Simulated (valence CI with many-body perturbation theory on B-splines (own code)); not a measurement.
Basis-set convergence for Pr XXXVIII

Calculated by relativistic CI+MBPT: four valence electrons over a frozen Dirac-Fock core [Ar], radial functions for each j: 7 s, 7 p, 8 d, 6 f, 4 g, 1 h, with the one-electron correlation potential Σ1 (screened to all orders), the two-electron term Σ2, the three-electron term Σ3, Breit, model QED; selected single and double excitations, second order for the rest, scaled by the run's own slope (own B-spline code, finite nucleus).

The last digits are not significant, and no measured levels were compared; by estimate large intervals hold to a few tenths of a per cent, small ones and those within an open d or f shell to about a per cent. Only levels of the ground parity were solved; by the run's estimate the other parity begins above the list, which can be wrong where configurations are misplaced.

The reference run has the lowest level (3d3/2^4) J=0 and an ionisation energy of 2628.34 eV. Its largest variational space holds 17890 state functions.

Levels are named by their leading jj configuration (3d3/2^4 stands for four electrons in 3d with j = 3/2), which in mixed levels can hold well under half, so a name can repeat and another be missing. Letters in brackets count levels of one name in rising energy.

Changed runs:
A. basis 6 s, 6 p, 5 d, 5 f, 1 g
B. basis 5 s, 5 p, 4 d, 4 f

Excitation energies of the reference run in cm⁻¹, and shifts in cm⁻¹:

```tsv
Level	Reference	A	B
(3d3/2^3 3d5/2) J=1	143585	-233	-411
(3d3/2^3 3d5/2) J=2	211662	-192	-181
(3d3/2^3 3d5/2) J=4	218454	+22	+274
(3d3/2^3 3d5/2) J=3	237968	-100	+67
(3d3/2^2 3d5/2^2) J=0 [a]	343632	-173	-310
(3d3/2^2 3d5/2^2) J=4 [a]	359310	-186	-125
(3d3/2^2 3d5/2^2) J=2 [a]	367043	-18	+366
(3d3/2^2 3d5/2^2) J=3 [a]	375042	-138	+95
(3d3/2^2 3d5/2^2) J=5	400295	-37	+367
(3d3/2^2 3d5/2^2) J=1	416439	-24	+360
(3d3/2^2 3d5/2^2) J=6	418342	+41	+588
(3d3/2^2 3d5/2^2) J=4 [b]	445700	+82	+597
Ionisation energy (eV)	2628.34	-0.09	-0.14
```
